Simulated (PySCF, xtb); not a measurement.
SSi, SMILES [Si]=S (connectivity only; charge and spin as stated), neutral, multiplicity 1.

Harmonic wavenumbers (cm⁻¹) from xtb with GFN2-xTB at its own minimum, in rising order: 763.

Q: What does PBE-D3(BJ)/def2-TZVPD in PySCF give at its own minimum? (The exact figures need the calculation; the answer reports its results.)

A: 724. Paired by order, the mean absolute difference is 40 cm⁻¹ and the zero-point energies are 1.1 and 1.0 kcal/mol.
